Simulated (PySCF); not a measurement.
Compound: C3H5NSe.
Numbering: `[N:1]#[C:2][CH2:3][CH2:4][SeH:5]` (hydrogens: H6, H7 on C3; H8, H9 on C4; H10 on Se5)

Theory: PBE0-D3(BJ)/def2-SVP geometry optimisation, gas phase (PySCF 2.14.0).

**Question.** Give the optimised bond lengths and angles.

**Answer.** 
```csv
bond,length (pm)
N1≡C2,115.7
C2–C3,145.9
C3–C4,152.7
C4–Se5,195.0
"C3–H6, C3–H7",110.2
"C4–H8, C4–H9",109.9
Se5–H10,147.1
```

Bonds in one row agree within 1 pm and their mean is given. A selection of angles:
```csv
angle,degrees
N1–C2–C3,178.6
C2–C3–C4,112.0
C2–C3–H6,108.3
C2–C3–H7,108.9
C4–C3–H6,110.6
C4–C3–H7,110.4
H6–C3–H7,106.5
C3–C4–Se5,113.2
C3–C4–H8,110.6
Se5–C4–H8,104.8
Se5–C4–H9,109.4
H8–C4–H9,107.2
C4–Se5–H10,94.8
```

Torsions: C2–C3–C4–Se5 -177° (antiperiplanar); H10–Se5–C4–C3 -68° (synclinal). The mirror-image conformer, all signs reversed, is as good.

The C–C distances run from 1.459 Å (C2–C3, drawn single) to 1.527 Å (C3–C4, drawn single), a spread of 0.068 Å.

Stationary, but not proved a minimum. The numbers are those of one conformer (C2–C3–C4–Se5 -177°, C3–C4–Se5–H -68°).
